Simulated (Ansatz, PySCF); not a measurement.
CH4MoOS2, SMILES [CH3][Mo]([OH])(=[S])=[S], multiplicity 1. Atoms are numbered in the order given.

```xyz
9

Mo    -0.2274     0.1386    -0.0841
S      0.7937    -0.4683    -1.8381
S      1.0118    -0.0534     1.6200
O     -1.0706     1.7940    -0.2579
H     -1.0698     2.5019     0.4036
C     -1.7197    -1.3200     0.1815
H     -1.2873    -2.3282     0.2574
H     -2.3916    -1.2718    -0.6912
H     -2.2725    -1.0845     1.1056
```

The structure is a stationary point at B3LYP-D3(BJ)/def2-SVP. The multiplicity is an assumed one; other spin states were not compared. The def2 effective core potentials stand for the cores of Mo; spin–orbit coupling is left out. Other conformers were not sampled.

Two levels are set side by side: PBE-D3(BJ)/def2-SVP (Ansatz, a quantum-chemistry and plane-wave program) and B3LYP-D3(BJ)/def2-SVP (Ansatz). Each level has its own optimised geometry; the coordinates shown are those of the second. Frequencies come from the Hessian of PySCF at each geometry. Differences are taken from unrounded values.

| quantity | B3LYP-D3(BJ) |
|---|---|
| mean bond length (Å) | 1.560 |
| bond Mo1–S2 (Å) | 2.118 |
| bond Mo1–S3 (Å) | 2.116 |
| bond Mo1–O4 (Å) | 1.866 |
| bond Mo1–C6 (Å) | 2.103 |
| bond O4–H5 (Å) | 0.969 |
| bond C6–H7 (Å) | 1.100 |
| bond C6–H8 (Å) | 1.103 |
| bond C6–H9 (Å) | 1.102 |
| highest harmonic wavenumber (cm⁻¹) | 3824 |
| mean harmonic wavenumber (cm⁻¹) | 1088 |
| zero-point energy (kcal/mol) | 32.67 |

Q: What does PBE-D3(BJ) give, and how far is it from B3LYP-D3(BJ)? (An estimate is asked for; the answer gives what the named calculation found.)

A: 
```json
[
 {"quantity": "mean bond length (Å)", "PBE-D3(BJ)": "1.566", "PBE-D3(BJ) minus B3LYP-D3(BJ)": "0.007"},
 {"quantity": "bond Mo1–S2 (Å)", "PBE-D3(BJ)": "2.128", "PBE-D3(BJ) minus B3LYP-D3(BJ)": "0.010"},
 {"quantity": "bond Mo1–S3 (Å)", "PBE-D3(BJ)": "2.126", "PBE-D3(BJ) minus B3LYP-D3(BJ)": "0.010"},
 {"quantity": "bond Mo1–O4 (Å)", "PBE-D3(BJ)": "1.873", "PBE-D3(BJ) minus B3LYP-D3(BJ)": "0.007"},
 {"quantity": "bond Mo1–C6 (Å)", "PBE-D3(BJ)": "2.098", "PBE-D3(BJ) minus B3LYP-D3(BJ)": "-0.006"},
 {"quantity": "bond O4–H5 (Å)", "PBE-D3(BJ)": "0.978", "PBE-D3(BJ) minus B3LYP-D3(BJ)": "0.009"},
 {"quantity": "bond C6–H7 (Å)", "PBE-D3(BJ)": "1.108", "PBE-D3(BJ) minus B3LYP-D3(BJ)": "0.008"},
 {"quantity": "bond C6–H8 (Å)", "PBE-D3(BJ)": "1.111", "PBE-D3(BJ) minus B3LYP-D3(BJ)": "0.008"},
 {"quantity": "bond C6–H9 (Å)", "PBE-D3(BJ)": "1.110", "PBE-D3(BJ) minus B3LYP-D3(BJ)": "0.008"},
 {"quantity": "highest harmonic wavenumber (cm⁻¹)", "PBE-D3(BJ)": "3713", "PBE-D3(BJ) minus B3LYP-D3(BJ)": "-111"},
 {"quantity": "mean harmonic wavenumber (cm⁻¹)", "PBE-D3(BJ)": "1058", "PBE-D3(BJ) minus B3LYP-D3(BJ)": "-30"},
 {"quantity": "zero-point energy (kcal/mol)", "PBE-D3(BJ)": "31.75", "PBE-D3(BJ) minus B3LYP-D3(BJ)": "-0.91"}
]
```

GGA bonds tend to be longer and softer than those of functionals with exact exchange. Differences between two approximate levels are no errors against the true value.
